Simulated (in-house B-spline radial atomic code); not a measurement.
## Ag²⁺: 1s1 2s2 2p6 3s2 3p6 3d10 4s2 4p6 4d10 (with a hole in an inner shell)

Computed with a B-spline radial code for spherical atoms: Dirac-Kohn-Sham relativistic LDA, spherical fractional occupations, Fermi nucleus of rms radius 4.5454 fm.

Z_r = [3n² - l(l+1)]/(2<r>); Z_e = n√(-2ε); the last column is Slater's effective charge. Values are occupation-weighted means over j. An effective charge above Z reflects the relativistic contraction of the inner shells.

```
shell  electrons   ε (eV)  <r> (bohr)    Z_r    Z_e  Slater
   1s          1   -25837     0.03098  48.42  43.58   47.00
   2s          2    -3887      0.1328  45.18  33.80   43.70
   2p          6  -3537.4      0.1151  43.42  32.25   43.70
   3s          2  -739.93      0.3618  37.32  22.12   36.75
   3p          6  -617.99      0.3581  34.91  20.22   36.75
   3d         10  -413.32      0.3349  31.35  16.54   26.85
   4s          2  -122.64      0.8862  27.08  12.01   20.25
   4p          6   -85.77      0.9612  23.93  10.04   20.25
   4d         10  -30.783       1.252  16.78   6.02    8.85
```

The least bound orbital is 4d5/2 at -30.49 eV, and it is also the most diffuse (<r> = 1.259 bohr). The part-filled 1s shell lies below the filled 4d shell in orbital energy.

Spin-orbit splittings of the orbital energies (j = l + 1/2 above j = l - 1/2 when positive): 2p 186.5 eV, 3p 33.31 eV, 3d 6.972 eV, 4p 5.723 eV, 4d 0.7247 eV.

For the 1s electron the small component carries 2.98 % of the norm, the zero-frequency Breit interaction raises the level by 37.75 eV, self-energy by 31.21 eV, and vacuum polarisation lowers it by 3.917 eV.
